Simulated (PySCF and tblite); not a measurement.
C₅H₈O₂, numbered as in [O:1]=[C:2]1[CH2:3][CH2:4][CH2:5][CH2:6][O:7]1. Search: ETKDG and KDG, MMFF94s, GFN2-xTB, 60 starts; geometries at GFN2-xTB. Energies: PBE0-D3(BJ)/def2-SVP (IEF-PCM, chloroform), with GFN2-xTB thermal terms (modes under about 100 cm⁻¹ blended into free rotors). Symmetry numbers and mirror images are counted. Conformers within 2.5 kcal/mol (GFN2-xTB free energy) were kept, 6 at most. GIAO shieldings: mPW1PW91/pcSseg-1 (IEF-PCM, chloroform). Shifts are against TMS (¹H), TMS (¹³C) at the same level. Run with PySCF (density fitting) and tblite.

The 6-ring runs over atoms 2–3–4–5–6–7. Of a mirror pair one member is shown.

Two conformers hold nearly all the population. I: 6-ring between boat and twist-boat (ring torsions 35, 17, -61, 50, 6, -50°); δ(C2) = 181.23 ppm. II: 6-ring half-chair (ring torsions 44, -62, 54, -28, 9, -18°); δ(C2) = 176.46 ppm. The average over the ensemble at 298.15 K is 177.07 ppm.

Q: What populations and free-energy difference follow from a two-state model?

A: p(I) = (177.07 − 176.46)/(181.23 − 176.46) = 0.13, so K = p(II)/p(I) = 6.82 and G(II) − G(I) = −RT ln K = -1.14 kcal/mol. The weights computed directly are 12.8 % and 87.2 %.


Conformer gaps in def2-SVP on xTB geometries can be 2 kcal/mol too large for S=O, P=O and other polar bonds.